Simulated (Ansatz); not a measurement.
Geometry optimisation, Ansatz, RKS PBE/def2-SVP.

Input:

```yaml
crystal:
  periodic: [false, false, false]
  atoms:
    - { symbol: O, position_ang: [-1.8491, -0.1439, 1.9236] }
    - { symbol: C, position_ang: [-1.2563, 0.152, 0.6552] }
    - { symbol: Si, position_ang: [0.5375, -0.2359, 0.5163] }
    - { symbol: Si, position_ang: [1.3203, 0.2762, -1.6192] }
    - { symbol: F, position_ang: [0.9359, 1.7945, -1.9748] }
    - { symbol: H, position_ang: [-1.8176, -1.0341, 2.1034] }
    - { symbol: H, position_ang: [-1.7807, -0.4039, -0.0997] }
    - { symbol: H, position_ang: [-1.368, 1.2345, 0.4342] }
    - { symbol: H, position_ang: [0.7767, -1.6705, 0.8631] }
    - { symbol: H, position_ang: [1.3545, 0.5313, 1.5648] }
    - { symbol: H, position_ang: [0.5004, -0.5872, -2.566] }
    - { symbol: H, position_ang: [2.7235, 0.0317, -1.7668] }
basis:
  gaussian: { orbitals: def2-SVP }
hamiltonian:
  xc: pbe
relax:
  f_tol: 0.015
  max_steps: 40
```

Launched with:

```bash
$ ansatz run input.yaml --threads 2 --pin off --max-ram 3072MiB --backend cpu --events-out ev --progress --plain --runs-dir out
```

Where does it end, and by what steps?

The forces met the threshold. After 7 steps the energy has fallen by 0.392 eV; H11 moved furthest, 0.19 Å.

```csv
step,energy less start (eV),largest force component (eV/Å),accepted
0,0.0000,4.526,yes
1,-0.3280,0.927,yes
2,-0.3763,0.238,yes
3,-0.3880,0.131,yes
4,-0.3902,0.054,yes
5,-0.3908,0.018,yes
6,-0.3914,0.020,yes
7,-0.3916,0.011,yes
```

```xyz
12
Properties=species:S:1:pos:R:3
O -1.819 -0.137 2.019
C -1.354 0.162 0.708
Si 0.524 -0.205 0.509
Si 1.343 0.230 -1.658
F 1.045 1.813 -2.016
H -1.715 -1.098 2.152
H -1.937 -0.357 -0.093
H -1.518 1.249 0.544
H 0.738 -1.673 0.799
H 1.304 0.580 1.530
H 0.642 -0.615 -2.690
H 2.826 -0.005 -1.769
```

Whether the end is a true minimum wasn't checked by a vibrational analysis.

The run took 21 s on 2 threads of Arm Neoverse V1, with other jobs on the host, peak memory 0.15 GiB.
